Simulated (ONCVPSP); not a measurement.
## What one change does to a pseudopotential (Ho, ONCV)

```
Element                 : Ho (Z = 67)
Generator               : ONCVPSP 4.0.1
Type                    : optimised norm-conserving Vanderbilt (ONCV)
Functional              : LDA (Perdew-Zunger)
Relativity              : fully relativistic
Frozen core             : [Kr] 4d10 4f10
Valence charge          : 11
Reference configuration : 5s2 5p6 5d1 6s1.75 6p0.25
Partial waves           : 5s+6s: rc 2.05 bohr, ncon 4, nbas 8, qcut 5 1/bohr, 2 projectors; 5p+6p: rc 2.75 bohr, ncon 4, nbas 9, qcut 4 1/bohr, 2 projectors; 5d: rc 2.05 bohr, ncon 5, nbas 9, qcut 4.6 1/bohr, 2 projectors, debl 2.8 Ha
Local potential         : polynomial inside 1.50 bohr (lpopt 5, dvloc0 1 Ha)
Core correction         : none
```

Open shells are filled in proportion to 2j + 1.

Change: p: nbas 7.

Cutoffs: the cutoffs (Ha) at which the residual kinetic energy of the hardest occupied pseudo-wave falls to 1 and 0.1 mHa per electron; they do not see the model core or the augmentation charge, which bear on the density cutoff. Errors are all-electron minus pseudo energies relative to the spin-unpolarised reference configuration.

Question: How do hardness, ghosts and transferability respond?

Answer: The potential gets neither clearly harder nor softer (9.7 Ha and 12 Ha → 9.7 Ha and 12 Ha); the bound ghost in p disappears; the errors of the 4 common tests hardly move.

```tsv
quantity	base	changed
cutoff, loose	9.7 Ha	9.7 Ha
cutoff, tight	12 Ha	12 Ha
loose cutoff by channel	s 9.7 Ha, p 7.0 Ha, d 9.4 Ha	s 9.7 Ha, p 7.2 Ha, d 9.4 Ha
bound ghosts	p3/2	none
GHOST(+) flags under 300 eV	s at 109.4 eV	s at 109.4 eV
error for 5s2 5p6 5d1 6s2 6p0, meV [ΔE -0.77 eV]	0.0	0.0
error for 5s2 5p6 5d1 6s1 6p0, meV [ΔE 6.38 eV]	+1.7	+1.6
error for 5s2 5p6 5d1 6s0 6p0, meV [ΔE 19.26 eV]	+12	+12
error for 5s1 5p6 5d1 6s2 6p0, meV [ΔE 59.54 eV]	-552	-517
s: phases at 2.08 bohr within 0.05 rad from the reference energy up to (Ha; the scan ends near 5)	3.6	3.6
p3/2: phases at 2.79 bohr within 0.05 rad from the reference energy up to (Ha; the scan ends near 5)	3.1	3.9
p1/2: phases at 2.79 bohr within 0.05 rad from the reference energy up to (Ha; the scan ends near 5)	3.3	3.1
d5/2: phases at 2.08 bohr within 0.05 rad from the reference energy up to (Ha; the scan ends near 5)	to the end of the scan	to the end of the scan
d3/2: phases at 2.08 bohr within 0.05 rad from the reference energy up to (Ha; the scan ends near 5)	to the end of the scan	to the end of the scan
```

 A true bound ghost makes a file unfit for plane-wave use even where its test errors are small: the radial tests pick states by their node count and pass the ghost by.
